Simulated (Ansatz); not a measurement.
Mulliken charges of C2H6FSi (`[CH2]C[SiH2]F`) radical from ωB97M-V/def2-TZVPP in Ansatz (PBE0-D4/def2-TZVP geometry).

| atom | x (Å) | y (Å) | z (Å) | charge (e) |
| --- | --- | --- | --- | --- |
| C1 | -0.524 | 1.380 | 0.165 | -0.326 |
| C2 | -0.747 | -0.072 | 0.288 | -0.274 |
| Si3 | 0.841 | -0.890 | -0.291 | 0.510 |
| F4 | 0.731 | -2.490 | -0.205 | -0.325 |
| H5 | -0.719 | 1.895 | -0.766 | 0.139 |
| H6 | -0.063 | 1.941 | 0.967 | 0.139 |
| H7 | -0.942 | -0.381 | 1.320 | 0.116 |
| H8 | -1.570 | -0.426 | -0.340 | 0.116 |
| H9 | 1.107 | -0.536 | -1.706 | -0.047 |
| H10 | 1.971 | -0.473 | 0.573 | -0.047 |

Task: By hand: the dipole of these point charges (1 e Å = 4.8032 D).

Result: Σ q r = (0.022, 0.412, -0.020) e Å, of length 0.413 e Å = 1.98 D.

Task: How does the dipole of the full density compare? (An estimate is asked.)

Result: Ansatz gave: (-0.120, 0.265, 0.038) e Å, 1.41 D; the point charges give 1.40 times that, at 29° from its direction.

Point charges leave out the atoms' own dipoles, such as those of lone pairs, and Mulliken's split depends on the basis, so the two needn't agree.
